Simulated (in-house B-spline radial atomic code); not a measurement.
# RPA and G0W0 on BLYP: Sr

Configuration [Kr] 5s2, mean-field start BLYP. Computed with a B-spline radial code for spherical atoms: all electrons, scalar-relativistic (spin-free one-electron X2C), finite nucleus, each spin shell either full or empty, empty states to l = 9 with an (l + 1/2)⁻⁴ tail; G0W0 by contour deformation at full frequency.

Command:
```bash
python run_gw.py task.json out
```
Settings (radii: box in bohr, nucleus in fm):
```
Z                        38
electrons                38
configuration            [Kr] 5s2
hamiltonian              x2c
method                   b88,lyp
lmax                     9
rms_radius               4.224
spin_polarised           False
box_radius               40
intervals                73
ion_configuration        [Kr] 5s1
```

Time taken, with all properties: 13 s on 1 thread of Arm Neoverse N1, on a shared host.

Energies (hartree):

```csv
term,value
mean-field total,-3179.39771
Hartree-Fock functional on these orbitals,-3177.32378
direct second order,-3.2509
second-order exchange,0.93934
SOSEX correction,0.85095
```

What is the RPA correlation energy, and what remains with SOSEX?

RPA gives -2.79 hartree (-2 eV per electron); RPA + SOSEX gives -1.939, and the second-order doubles -2.3116 hartree (no singles). RPA lacks exchange-type terms and so overcorrelates at short range.

Quasi-particle levels (eV):

| level | occupied | mean field | Σx - vxc | Σc | QP weight | G0W0 |
| --- | --- | --- | --- | --- | --- | --- |
| 5s | yes | -3.375 | -1.38 | ? | ? | ? |

G0W0 = mean field + (Σx - vxc) + Σc, with Σc (partial-wave tail included) taken at the quasi-particle energy. Only the outer levels were computed. Levels of low weight are left out.

Where does G0W0 put 5s?

At -5.643 eV, with Σc = -0.88 eV and a quasi-particle weight of 0.700. The tabulated removal energy is 5.695 eV (NIST, measured); the calculation leaves out spin-orbit coupling, Breit and QED terms, and what these don't explain is the method's own error.

What does it cost to remove one electron (to [Kr] 5s1) by differences of total energies, each species on its own start (correlation terms add to the Hartree-Fock functional)?

BLYP 5.680 eV, Hartree-Fock functional 4.714 eV, + RPA 6.119 eV, + RPA + SOSEX 5.797 eV, + second order 6.676 eV. Tabulated: 5.695 eV (NIST, measured); the calculation leaves out spin-orbit coupling, Breit and QED terms, and what these don't explain is the method's own error.
